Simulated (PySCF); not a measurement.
Question: Give a GFN2-xTB geometry of `C#Cc1ccc2c(c1)C2`.

Answer: 
```
atom  x, y, z in Å
C1    -3.4762   -0.9563    0.0875
C2    -2.3320   -0.5947    0.0464
C3    -0.9772   -0.1867    0.0020
C4    -0.6752    1.1269   -0.3505
C5     0.6436    1.6140   -0.4216
C6     1.5721    0.6762   -0.1095
C7     1.2769   -0.6268    0.2414
C8     0.0293   -1.1410    0.3199
C9     2.7106   -0.2289    0.2029
H10   -4.4781   -1.2653    0.1214
H11   -1.4939    1.7943   -0.5780
H12    0.8495    2.6366   -0.7013
H13   -0.2316   -2.1541    0.5879
H14    3.2439   -0.0975    1.1382
H15    3.3338   -0.5887   -0.6086
```

Any rigid rotation of these coordinates is as good. Atoms count from 1 in this order. The 6-membered ring C3–C4–C5–C6–C7–C8 has internal angles of 112.6° to 124.8° (sum 720°, against 720° for a flat polygon); it is planar, 0.00 Å rms from its mean plane, widest ring torsion 0°. The 3-membered ring C6–C7–C9 has internal angles of 55.3° to 62.4°. The 10 C–C bonds span 1.201 Å (C1≡C2, drawn triple) to 1.488 Å (C7–C9, drawn single), a spread of 0.287 Å. The 9 heavy atoms lie in one plane (0.001 Å rms).

Bonds between heavy atoms (Å): C1≡C2 1.201, C2–C3 1.416, C3–C4 1.393, C4–C5 1.408, C5–C6 1.356, C6–C7 1.381, C7–C8 1.352, C7–C9 1.488, C3–C8 1.423, C6–C9 1.488.

Structure optimised with GFN2-xTB, isolated species.

Point group: Cs (tolerance 0.08 Å). Stationary, but not proved a minimum.

These are computed values.
